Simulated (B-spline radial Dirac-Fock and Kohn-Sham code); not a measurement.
# Binding energies of Sn²⁰⁺ at several levels of theory

System: Sn²⁰⁺ in the configuration 1s2 2s2 2p6 3s2 3p6 3d10 4s2.

The density-functional columns are spherical, spin-unpolarised Dirac-Kohn-Sham results without Breit or QED terms: −ε is minus the orbital energy of the initial state and ΔSCF the difference of two total energies. The reference in the last column comes from Dirac-Fock (average of configuration) total-energy differences with a finite nucleus, the Breit interaction including its frequency dependence, and self-energy and vacuum-polarisation corrections. All numbers are from a B-spline atomic structure program, in eV; a selection of levels is shown. For the 1s level of heavy atoms much of the gap between ΔSCF and the reference is the Breit and QED part, -96.0 eV here; for other levels the error of the functional can be larger.

| level | LDA −ε | LDA ΔSCF | Dirac-Fock |
| --- | --- | --- | --- |
| K (1s) | 29538.8 | 29891.5 | 29804.2 |
| L1 (2s) | 4938.8 | 5013.5 | 5062.3 |
| L2 (2p1/2) | 4655.8 | 4745.5 | 4750.0 |
| L3 (2p3/2) | 4424.8 | 4509.9 | 4521.7 |
| M1 (3s) | 1380.9 | 1413.0 | 1445.0 |
| M2 (3p1/2) | 1266.0 | 1298.9 | 1317.1 |
| M3 (3p3/2) | 1222.4 | 1254.5 | 1273.1 |
| M4 (3d3/2) | 1020.1 | 1055.0 | 1054.1 |
| M5 (3d5/2) | 1010.9 | 1045.6 | 1045.3 |
| N1 (4s) | 598.5 | 614.1 | 607.2 |

For the outermost level NIST gives 608 ± 4 eV (theoretical); the differences from it are LDA −ε -9.45, LDA ΔSCF +6.13, Dirac-Fock -0.77 eV.

Values without a named source are computed, but for edge energies of neutral atoms, which are taken from tables.
